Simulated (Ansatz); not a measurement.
Isolated molecules relaxed with PBE0-D4/def2-TZVP in Ansatz; ΔE leaves out vibrations. CCSD(T)/CBS adds triple-zeta CCSD(T) − MP2 to the extrapolated MP2 energy (def2 sets, frozen cores). This one scheme is used for every species. DFT in def2-TZVPP. B3LYP here is the variant with VWN-RPA as its local correlation; programs differ in this.

Reaction (hydrogenolysis of a C–F bond): `FC1([SiH3])C=C1` + H₂ → `[SiH3]C1C=C1` + H–F

CCSD(T)/CBS gives -73.0 kJ/mol.

Another level gave -70.8 kJ/mol. Which?
A. B3LYP/def2-TZVPP
B. CCSD/def2-TZVPP
C. HF/def2-TZVPP
D. PBE0-D4/def2-TZVPP

C. HF/def2-TZVPP -70.8, B3LYP -59.3, CCSD/def2-TZVPP -75.8, PBE0-D4 -64.5 kJ/mol.

Largest T1 diagnostic among the species: 0.012.

From PBE to PBE0 (25 % exact exchange), in def2-TZVPP and without D4, ΔE moves by −9.3 kJ/mol.
